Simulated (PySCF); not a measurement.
Vertical excitations of a molecule C4H2BrF from TDA-PBE/def2-SVPD (PySCF 2.14.0), as energy in eV (oscillator strength): 4.68 (0.000), 4.90 (0.000), 5.03 (0.304), 5.24 (0.000), 5.36 (0.000), 5.84 (0.008), 6.01 (0.046), 6.28 (0.014), 6.33 (0.017), 6.43 (0.002). Lowest triplet (TDA): 3.09 eV. Coordinates come from a B3LYP-D3(BJ)/def2-SVP optimisation. The values are those of a single conformer.

Q: Which structure fits?
A. C#C/C(Br)=C\F
B. C#C/C=C(\F)Br
C. C#C/C(F)=C\Br

A: C, C#C/C(F)=C\Br
